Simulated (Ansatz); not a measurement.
`C=[CH][AlH][OH]` + H₂ → `C=[CH][AlH2]` + H₂O at 700 K and 1 bar (hydrogenolysis of the Al–O bond).

Computed with Ansatz on PBE0-D4/def2-TZVP structures; ΔE is electronic, products minus reactants. CBS: MP2 limit from def2 TZ/QZ plus the TZ coupled-cluster correction, frozen cores. This one scheme is used for every species. One conformer a species, not always the lowest.

```tsv
species	CCSD(T)/CBS energy (Eh)	H − E (kJ/mol)	S (J/(mol·K))
`C=[CH][AlH][OH]`	-396.33356	231.6	419.7
H₂	-1.17544	46.8	155.3
`C=[CH][AlH2]`	-321.08307	200.7	372.7
H₂O	-76.37941	80.5	218.4
```

H − E and S are ideal-gas, rigid-rotor, harmonic terms from PBE0-D4/def2-TZVP, for one conformer and one mirror image of each species. The MP2-based limit puts H₂ 0.8 mEh under its directly extrapolated value; such offsets cancel only in part. 1 Eh = 2625.50 kJ/mol, R = 8.31446 J/(mol·K).

Task: By hand: ΔE, ΔH, ΔS and ΔG.

Result: ΔE = (-321.08307) + (-76.37941) − (-396.33356) − (-1.17544) = 0.04652 Eh = 122.1 kJ/mol. Δ(H − E) = 200.7 + 80.5 − 231.6 − 46.8 = 2.8, so ΔH = 124.9 kJ/mol. ΔS = 372.7 + 218.4 − 419.7 − 155.3 = 16.1 J/(mol·K). ΔG = 124.9 − 700 × (16.1)/1000 = 113.6 kJ/mol.

Task: By hand: the equilibrium constant, and the temperature at which ΔG would vanish if ΔH and ΔS stayed fixed.

Result: log₁₀ K = −ΔG/(RT ln 10) = -8.5. ΔG = 0 at ΔH/ΔS = 7758 K, far beyond where these terms or the molecules hold.

ΔH outweighs TΔS. A doubt of 5 kJ/mol in ΔE shifts log₁₀ K by 0.4 here. Other conformers and mirror images would add mixing entropy, several J/(mol·K) or more a flexible species. These are equilibria of isolated gas molecules and say nothing of rates. Largest T1 diagnostic: 0.012 (customary marks: 0.02 for closed shells, 0.045 for open ones).
